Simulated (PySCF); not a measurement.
# Worked example: chemical shift, span and skew from a shielding tensor

Se(NH2)2 (H4N2Se), SMILES N[Se]N. Atoms are numbered in the order given.

```xyz
7

Se     0.0000     0.0000    -0.4146
N     -1.5045     0.0000     0.6578
H     -1.6009     0.8337     1.2220
H     -1.6009    -0.8337     1.2220
N      1.5045     0.0000     0.6578
H      1.6009    -0.8337     1.2220
H      1.6009     0.8337     1.2220
```

Geometry: B3LYP-D3(BJ)/def2-TZVP. Other conformers were not sampled.

GIAO shieldings from PySCF with KT2/pcSseg-1, non-relativistic, no solvent. The symmetric part of the tensor of Se1 has the principal values 552.2, 564.2, 1090.7 ppm. The same nucleus in Me2Se has σ = 1692.1 ppm at this level (PySCF, at its B3LYP-D3(BJ)/def2-TZVP geometry).

Work out the isotropic shielding, the ⁷⁷Se shift against Me2Se, the span and the skew.


σ(iso) = (σ11 + σ22 + σ33)/3 = 735.7 ppm. δ = σ(ref) − σ(iso) = 1692.1 − (735.7) = 956.4 ppm.
Span Ω = σ33 − σ11 = 538.5 ppm. Skew κ = 3(σ(iso) − σ22)/Ω = 0.96. Tumbling in solution averages the tensor to δ; in a static solid the shielding alone would spread this spin-1/2 line over Ω.
